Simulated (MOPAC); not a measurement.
MOPAC input (AM1):

```
AM1 FORCE THERMO(298,298) PRECISE LET UHF MS=0.5 GEO-OK AUX(PRECISION=9) THREADS=1
CHBrF

C    -0.24520189 1    0.81476594 1    0.75987301 1
F    -0.91744086 1    1.84880040 1    0.27992131 1
Br    0.27586598 1   -0.65486675 1   -0.24936450 1
H     0.01609574 1    0.84055065 1    1.82195574 1
```

From the output:

```
     H    4   5.003751   0.849335   0.371038   5.619622

          HEAT OF FORMATION =     -25.365298 KCALS/MOLE

          ZERO POINT ENERGY      10.455 KCAL/MOL

           NORMAL COORDINATE ANALYSIS (Total motion = 1 Angstrom)

   Root No.       1         2         3         4         5         6

                 1 A'      1 A"      2 A'      3 A'      4 A'      5 A'

                 376.9     388.1     656.3    1237.8    1488.0    3166.3

           1   -0.2404    0.0000   -0.0521   -0.0316    0.4851   -0.0360
           2   -0.1343    0.0001    0.3688    0.0656   -0.0235   -0.0642
           3   -0.0001   -0.1667    0.0001    0.0000    0.0001    0.0001
           4   -0.2476   -0.0000   -0.0655   -0.0264   -0.3067   -0.0009
           5    0.3015   -0.0000   -0.0320   -0.0281   -0.0029   -0.0017
           6    0.0000    0.0368   -0.0000   -0.0000   -0.0000   -0.0000
           7    0.0956   -0.0000    0.0262    0.0010   -0.0017    0.0000
           8   -0.0487   -0.0000   -0.0534    0.0018    0.0023   -0.0002
           9    0.0000    0.0063   -0.0000    0.0000   -0.0000   -0.0000
          10   -0.0467   -0.0002   -0.2252    0.7949    0.1353    0.4447
          11   -0.2224   -0.0003    0.4410   -0.3926    0.1538    0.8103
          12    0.0001    0.7902   -0.0001    0.0001   -0.0001    0.0007

           MASS-WEIGHTED COORDINATE ANALYSIS (NORMAL COORDINATES)

   Root No.       1         2         3         4         5         6

                 1 A'      1 A"      2 A'      3 A'      4 A'      5 A'

                 376.9     388.1     656.3    1237.8    1488.0    3166.3

           1   -0.3814    0.0002   -0.1191   -0.1166    0.7786   -0.1295
           2   -0.2130    0.0002    0.8433    0.2418   -0.0378   -0.2313
           3   -0.0001   -0.5800    0.0002    0.0000    0.0001    0.0002
           4   -0.4939   -0.0000   -0.1884   -0.1222   -0.6190   -0.0040
           5    0.6014   -0.0001   -0.0922   -0.1302   -0.0059   -0.0077
           6    0.0000    0.1612   -0.0000   -0.0002   -0.0000   -0.0002
           7    0.3911   -0.0000    0.1548    0.0095   -0.0071    0.0001
           8   -0.1992   -0.0000   -0.3148    0.0168    0.0095   -0.0015
           9    0.0000    0.0568   -0.0000    0.0001   -0.0000   -0.0001
          10   -0.0215   -0.0002   -0.1492    0.8485    0.0629    0.4639
          11   -0.1022   -0.0003    0.2921   -0.4191    0.0715    0.8452
          12    0.0000    0.7965   -0.0000    0.0001   -0.0000    0.0008

          DESCRIPTION OF VIBRATIONS

 VIBRATION          1    1A'         ATOM PAIR     ENERGY CONTRIBUTION    RADIAL
 FREQUENCY           376.94         C 1 -- Br3         +43.6% (147.7%)     30.1%
 TRANSITION DIPOLE   0.4010         C 1 -- H 4         +30.0% (122.6%)     48.6%
 TRAVEL (Ang.)       0.1313         C 1 -- F 2         +26.4% (115.0%)      1.9%
 REDUCED MASS       10.3715
 EFFECTIVE MASS     32.2673
 FORCE CONSTANT      0.8682

 VIBRATION          2    1A"         ATOM PAIR     ENERGY CONTRIBUTION    RADIAL
 FREQUENCY           388.11         C 1 -- H 4         +79.1% ( 97.1%)      0.0%
 TRANSITION DIPOLE   1.1465         C 1 -- F 2         +11.1% ( 36.3%)      0.0%
 TRAVEL (Ang.)       0.3126         C 1 -- Br3          +9.8% ( 34.1%)      0.0%
 REDUCED MASS        1.7782
 EFFECTIVE MASS      3.7985
 FORCE CONSTANT      0.1578

 VIBRATION          3    2A'         ATOM PAIR     ENERGY CONTRIBUTION    RADIAL
 FREQUENCY           656.26         C 1 -- Br3         +42.4% (131.0%)     87.2%
 TRANSITION DIPOLE   1.1524         C 1 -- F 2         +38.6% (125.0%)      0.5%
 TRAVEL (Ang.)       0.1164         C 1 -- H 4         +19.1% ( 87.8%)     83.5%
 REDUCED MASS        7.5783
 EFFECTIVE MASS     21.2873
 FORCE CONSTANT      1.9230

 VIBRATION          4    3A'         ATOM PAIR     ENERGY CONTRIBUTION    RADIAL
 FREQUENCY          1237.83         C 1 -- H 4         +91.9% ( 97.2%)      1.6%
 TRANSITION DIPOLE   0.4253         C 1 -- Br3          +4.2% ( 20.8%)     99.2%
 TRAVEL (Ang.)       0.2474         C 1 -- F 2          +3.9% ( 19.9%)      0.0%
 REDUCED MASS        0.8903
 EFFECTIVE MASS      1.8374
 FORCE CONSTANT      0.8037

 VIBRATION          5    4A'         ATOM PAIR     ENERGY CONTRIBUTION    RADIAL
 FREQUENCY          1487.96         C 1 -- F 2         +55.5% (100.9%)     99.9%
 TRANSITION DIPOLE   3.4058         C 1 -- Br3         +23.1% ( 65.1%)     37.5%
 TRAVEL (Ang.)       0.0792         C 1 -- H 4         +21.4% ( 62.7%)      9.9%
 REDUCED MASS        7.2240
 EFFECTIVE MASS     14.5577
 FORCE CONSTANT      9.4234

 VIBRATION          6    5A'         ATOM PAIR     ENERGY CONTRIBUTION    RADIAL
 FREQUENCY          3166.30         C 1 -- H 4         +98.3% (100.0%)     99.9%
 TRANSITION DIPOLE   0.4372         C 1 -- Br3          +0.8% (  9.3%)     19.6%
 TRAVEL (Ang.)       0.1513         C 1 -- F 2          +0.8% (  9.2%)     24.0%
 REDUCED MASS        0.9304
 EFFECTIVE MASS      1.4066
 FORCE CONSTANT      5.4957

      SYMMETRY NUMBER FOR POINT-GROUP Cs  =  1

          SYSTEM IS A GROUND STATE

 CHBrF

          MOLECULE IS NOT LINEAR

          THERE ARE  6 GENUINE VIBRATIONS IN THIS SYSTEM
          THIS THERMODYNAMICS CALCULATION IS LIMITED TO
          MOLECULES WHICH HAVE NO INTERNAL ROTATIONS

                    CALCULATED THERMODYNAMIC PROPERTIES
                                          *
   TEMP. (K)   PARTITION FUNCTION   H.O.F.    ENTHALPY  HEAT CAPACITY ENTROPY
                                   KCAL/MOL   CAL/MOLE    CAL/K/MOL  CAL/K/MOL

 298.00  VIB.     0.1477D+01                   504.3114     4.1877     2.4668
         ROT.     0.3010D+05                   888.2803     2.9808    23.4735
         INT.     0.4445D+05                  1392.5917     7.1685    25.9403
         TRA.     0.1145D+28                  1480.4672     4.9680    40.0515
         TOT.                      -25.365    2873.0589    12.1365    65.9918

   *: NOTE: HEATS OF FORMATION ARE RELATIVE TO THE
            ELEMENTS IN THEIR STANDARD STATE AT 298K
              (=  Standard Enthalpy of Formation).

            Hvib:  Zero-point energy is not included.
                   frequencies of less than zero cm-1 are not included.
            Hrot = (3/2)RT
            Htra = (3/2)RT + pV = (5/2)RT

            Heat capacity is Cp, not Cv

          For more information, see: HTTP://OpenMOPAC.net/Manual/thermochemistry.html

           FORCE CONSTANT IN CARTESIAN COORDINATES (Millidynes/A)

    ATOM   CHEMICAL       X               Y               Z
   NUMBER   SYMBOL  FORCE CONSTANT  FORCE CONSTANT  FORCE CONSTANT

      1       C       11.024552        6.665129        0.360784
      2       F       10.313527        0.914461        0.043390
      3      Br        1.521966        2.306884        0.022539
      4       H        1.947278        4.442681        0.056286

 **********************
 *                    *
 * JOB ENDED NORMALLY *
 *                    *
 **********************
```
